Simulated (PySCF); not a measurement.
Geometry:
| atom | x (Å) | y (Å) | z (Å) |
| --- | --- | --- | --- |
| C1 | 3.380 | -0.598 | 0.312 |
| C2 | 2.305 | 0.142 | 0.587 |
| C3 | 1.163 | 0.387 | -0.345 |
| C4 | -0.155 | -0.153 | 0.189 |
| O5 | -1.184 | 0.199 | -0.696 |
| Ge6 | -2.842 | -0.395 | -0.416 |
| H7 | 3.504 | -1.083 | -0.662 |
| H8 | 4.180 | -0.740 | 1.044 |
| H9 | 2.227 | 0.608 | 1.579 |
| H10 | 1.030 | 1.472 | -0.507 |
| H11 | 1.359 | -0.063 | -1.331 |
| H12 | -0.076 | -1.254 | 0.305 |
| H13 | -0.339 | 0.259 | 1.203 |
| H14 | -3.351 | 0.136 | 0.942 |
| H15 | -2.828 | -1.938 | -0.405 |
| H16 | -3.658 | 0.163 | -1.587 |

Geometry: PBE0-D3(BJ)/def2-SVP; GIAO absolute shieldings from PySCF 2.14, gas phase, non-relativistic, averaged over equivalent atoms.

At PBE0/pcSseg-1 (176 basis functions, 22 s wall time on 1 thread of an Arm Neoverse V1, shared host):
```json
{"atoms": "C2", "σ (ppm)": "41.0"}
{"atoms": "C1", "σ (ppm)": "59.2"}
{"atoms": "C4", "σ (ppm)": "113.8"}
{"atoms": "C3", "σ (ppm)": "141.5"}
{"atoms": "O5", "σ (ppm)": "316.7"}
{"atoms": "Ge6", "σ (ppm)": "1405.7"}
{"atoms": "H9", "σ (ppm)": "25.38"}
{"atoms": "H7", "σ (ppm)": "25.81"}
{"atoms": "H8", "σ (ppm)": "25.95"}
{"atoms": "H14/H15/H16", "σ (ppm)": "26.32"}
{"atoms": "H12/H13", "σ (ppm)": "27.84"}
{"atoms": "H10/H11", "σ (ppm)": "28.89"}
```

Predict the values at wB97X-D/pcSseg-1 on the same geometry.

## Answers


| atoms | σ at wB97X-D/pcSseg-1 | change |
| --- | --- | --- |
| C2 | 40.5 | -0.5 |
| C1 | 58.5 | -0.7 |
| C4 | 114.6 | +0.8 |
| C3 | 142.6 | +1.1 |
| O5 | 321.4 | +4.7 |
| Ge6 | 1404.9 | -0.8 |
| H9 | 25.52 | +0.14 |
| H7 | 25.91 | +0.10 |
| H8 | 26.07 | +0.12 |
| H14/H15/H16 | 26.48 | +0.16 |
| H12/H13 | 27.99 | +0.15 |
| H10/H11 | 29.05 | +0.16 |

The largest change is at O5 (oxygen bonded to C, Ge). Cost: 176 basis functions, 28 s wall time on 1 thread of an Arm Neoverse V1, shared host. The order of the carbon signals is the same at both levels.

Relativistic effects, spin–orbit coupling among them, are left out; they matter for Ge and for the light atoms bonded to it.
